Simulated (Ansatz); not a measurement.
# How methods differ on SiHBr (SMILES [SiH]Br)

The species is SiHBr (3 atoms), meant as a singlet with charge 0. As SMILES, `[SiH]Br`. The shape is that of a PBE0-D4/def2-TZVP optimisation.

```xyz
3

Si   -0.6247    0.5219   -0.2961
Br    1.3409    0.4015    0.7814
H    -0.7271   -0.9883   -0.4986
```

Quantity: the electronic atomisation energy, in eV. The values are calculated. Electronic energies at fixed atoms, without zero-point motion or spin-orbit coupling.

| level | kind | program | value (eV) | less FCI/STO-3G | CPU time (all runs) |
| --- | --- | --- | --- | --- | --- |
| r2SCAN/STO-3G | meta-GGA | Ansatz | 9.75 | +1.51 | 7.6 s |
| B3LYP/STO-3G | global hybrid | Ansatz | 9.62 | +1.38 | 2.2 s |
| PBE0/STO-3G | global hybrid | Ansatz | 9.55 | +1.31 | 2 s |
| r2SCAN0/STO-3G | hybrid meta-GGA | Ansatz | 9.41 | +1.17 | 6 s |
| HSE06/STO-3G | range-separated hybrid | Ansatz | 9.57 | +1.33 | 2.8 s |
| B2PLYP/STO-3G | double hybrid | Ansatz | 9.01 | +0.77 | 2.5 s |
| CCSD/STO-3G | coupled cluster or CI | Ansatz | 8.20 | -0.04 | 0.49 s |
| CCSDT(Q)/STO-3G | coupled cluster or CI | Ansatz | 8.24 | 0.00 | 1.3 s |
| FCI/STO-3G | exact in the basis | Ansatz | 8.24 | 0.00 | 0.72 s |

FCI/STO-3G is exact within its basis and frozen core, so for wave-function methods in that basis the difference is their error; functionals converge differently with the basis, so for them it is only a difference. All-electron rows without a relativistic Hamiltonian named are non-relativistic. The values span 8.20 to 9.75 eV. All rows use very small basis sets, so none should be taken for the real molecule's value. In the correlated wave-function rows the outer d shell of Br is correlated, in sets not made for it. In so small a basis fixed costs decide the times, and correlated methods can beat functionals. CPU times are rough (shared hosts, several kinds of processor and program).
